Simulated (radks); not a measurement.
Problem. Zn2+, configuration [Ar] 3d10 (the NIST ground configuration). Method: scalar-relativistic Kohn-Sham, LB94 model potential, spin-polarised, spherical densities, finite nucleus; Fermi nuclear charge, rms radius 3.9283 fm; computed with a radial shooting solver on a logarithmic mesh with Libxc functionals. Some entries of the table are withheld. Estimate them.

orbital,occ.,eigenvalue (eV),<r> (bohr),<r^2> (bohr^2)
1s,2,-9631.798,0.05019,0.003387
2s,2,(1),0.2255,0.05991
2p,6,-1051.444,0.1974,0.04772
3s,2,-158.9858,0.6842,0.5412
3p,6,-113.6234,0.7160,(2)
3d,10,-40.7137,0.8681,(3)

Solution. 
(1) 2s eigenvalue (eV): -1204.887
(2) 3p <r^2> (bohr^2): 0.6061
(3) 3d <r^2> (bohr^2): 0.9827
